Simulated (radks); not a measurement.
Q: The mean radii <r> (bohr) of the occupied orbitals of an atom or ion are listed with their occupations. Calculated with a radial shooting solver on a logarithmic mesh with Libxc functionals: Dirac Kohn-Sham, PBE, spin-unpolarised, spherical densities, finite nucleus; Fermi nuclear charge, rms radius of each element as measured or else 0.836 A^(1/3) + 0.57 fm.

| orbital | occ. | <r> |
|---|---|---|
| 1s1/2 | 2 | 0.01899 |
| 2s1/2 | 2 | 0.07978 |
| 2p1/2 | 2 | 0.06612 |
| 2p3/2 | 4 | 0.07385 |
| 3s1/2 | 2 | 0.2082 |
| 3p1/2 | 2 | 0.1981 |
| 3p3/2 | 4 | 0.2124 |
| 3d3/2 | 4 | 0.1863 |
| 3d5/2 | 6 | 0.1908 |
| 4s1/2 | 2 | 0.4682 |
| 4p1/2 | 2 | 0.4746 |
| 4p3/2 | 4 | 0.5075 |
| 4d3/2 | 4 | 0.5286 |
| 4d5/2 | 6 | 0.5401 |
| 5s1/2 | 2 | 1.131 |
| 5p1/2 | 2 | 1.253 |
| 5p3/2 | 4 | 1.354 |
| 4f5/2 | 6 | 0.6672 |
| 4f7/2 | 8 | 0.6792 |
| 5d3/2 | 0.4 | 1.913 |
| 5d5/2 | 0.6 | 1.960 |

Name the element and its charge. Open shells, if any, are shared by 2j + 1.

A: Z = 72, hafnium, charge +3: Hf3+ in [Xe] 4f14 5d1. The 1s radius gives Z: for a bare nucleus <r> = (2 gamma + 1)/(2Z) with gamma = sqrt(1 - (Z/c)^2), 0.01876 bohr for Z = 72, and screening makes it slightly larger (0.01899 here). The occupations add up to 69, and the charge is Z minus that.
